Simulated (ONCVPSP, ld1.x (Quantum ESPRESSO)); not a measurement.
Potentials for silicon (Si) compared

Generated with ld1.x 7.5 (TM, RRKJ, ultrasoft, PAW), atompaw 4.2 or ONCVPSP 4.0.1. The cutoff is in Ry: for ld1.x and atompaw files where the sum of valence levels is converged to 10 mRy in a Bessel basis, for ONCV files where the hardest occupied wave has 1 mHa per electron of residual kinetic energy. The error is the largest all-electron minus pseudo excitation energy over each file’s own four to seven test configurations (ionisations up to +4, promotions, holes and added fractions of an electron), all of which were solved. The labels leave out finer settings (local radius, basis sizes, second energies), which also bear on the numbers. Spin-polarised tests are not counted. The rows are a selection from randomly drawn settings: files with unsolved tests, undetermined cutoffs or missed reference levels are left out.

A true bound ghost makes a file unfit for plane-wave use even where its test errors are small: the radial tests pick states by their node count and pass the ghost by.

| potential | cutoff (Ry) | largest error (meV) | bound ghosts |
| --- | --- | --- | --- |
| RRKJ, PBEsol, scalar-relativistic, rc 1.75/1.60/1.35 (spd), local p, core correction yes, reference 3s2 3p2 | 40 | +35 | none |
| PAW, PBE, scalar-relativistic, rc 1.95/1.65/1.85 (spd), local smoothed, core correction yes, reference 3s2 3p0 | 6 | -20 | none |

Problem. Fill in the row for Si: ONCV, PBE, scalar-relativistic, rc 1.90/1.85/1.75 (spd), local smoothed, core correction no, reference 3s2, qcut 3.3/3.7/5.3, projectors 3/2/2.

Solution. cutoff 27 Ry, largest error +61 meV, bound ghosts: none.

Problem. Fill in the row for Si: ONCV, PBE, scalar-relativistic, rc 1.55/1.35 (sp), local smoothed, core correction yes, reference 3s2 3p0.5, qcut 3.3/6.5, projectors 2/2.

Solution. cutoff 43 Ry, largest error +3.1 meV, bound ghosts: p.

Problem. Fill in the row for Si: ONCV, LDA (Perdew-Wang 92), non-relativistic, rc 1.50/1.50 (sp), local p, core correction no, reference 3s2 3p2, qcut 4.1/6.2, projectors 3/0.

Solution. cutoff 101 Ry, largest error +212 meV, bound ghosts: s.
